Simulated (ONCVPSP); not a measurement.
## Potentials for V compared

Generated with ld1.x 7.5 (TM, RRKJ, ultrasoft, PAW), atompaw 4.2 or ONCVPSP 4.0.1. The cutoff is in Ry: for ld1.x and atompaw files where the sum of valence levels is converged to 10 mRy in a Bessel basis, for ONCV files where the hardest occupied wave has 1 mHa per electron of residual kinetic energy. The error is the largest all-electron minus pseudo excitation energy over each file’s own four to seven test configurations (ionisations up to +4, promotions, holes and added fractions of an electron), all of which were solved. The labels leave out finer settings (local radius, basis sizes, second energies), which also bear on the numbers. Spin-polarised tests are not counted. The rows are a selection from randomly drawn settings: files with unsolved tests, undetermined cutoffs or missed reference levels are left out.

| potential | cutoff (Ry) | largest error (meV) | bound ghosts |
| --- | --- | --- | --- |
| ONCV, PBEsol, scalar-relativistic, rc 1.10/1.45/1.75 (spd), local smoothed, core correction no, reference 3s2 3p6 3d3, qcut 11.7/11.9/7.4, projectors 2/2/1 | 90 | +76 | none |
| ONCV, PBE, scalar-relativistic, rc 1.65/1.10/2.10 (spd), local smoothed, core correction yes, reference 3s2 3p6 3d3 4s2, qcut 5.5/8/9, projectors 3/2/2 | 55 | +80 | none |
| ONCV, PBEsol, scalar-relativistic, rc 1.70/1.30/1.75 (spd), local smoothed, core correction yes, reference 3s2 3p6 3d4 4s1, qcut 8.4/9.9/7.1, projectors 2/2/2 | 45 | +29 | none |
| ONCV, LDA (Perdew-Wang 92), scalar-relativistic, rc 2.70/2.60/1.75 (spd), local smoothed, core correction yes, reference 3d3 4s2, qcut 3.1/3.4/10.6, projectors 2/3/3 | 72 | -223 | none |
| ONCV, PBE, fully relativistic, rc 1.85/1.05/1.45 (spd), local smoothed, core correction yes, reference 3s2 3p6 3d3 4s2, qcut 5.4/7.9/9.9, projectors 3/2/2 | 133 | +14 | none |

Q: Fill in the row for V: ONCV, LDA (Perdew-Zunger), scalar-relativistic, rc 2.35/2.35/2.00 (spd), local smoothed, core correction yes, reference 3d3 4s2, qcut 3.6/3/7.9, projectors 1/1/2.

A: cutoff 46 Ry, largest error +208 meV, bound ghosts: none.

Q: Fill in the row for V: ONCV, PBE, scalar-relativistic, rc 1.85/1.55/2.25 (spd), local smoothed, core correction no, reference 3s2 3p6 3d3 4s2, qcut 7/9.7/6.1, projectors 2/2/2.

A: cutoff 49 Ry, largest error -291 meV, bound ghosts: none.

Q: Fill in the row for V: ONCV, LDA (Perdew-Wang 92), scalar-relativistic, rc 1.80/1.80/2.35 (spd), local smoothed, core correction yes, reference 3s2 3p6 3d3 4s1 4p1, qcut 6.8/9.5/7.7, projectors 2/2/2.

A: cutoff 47 Ry, largest error -182 meV, bound ghosts: none.
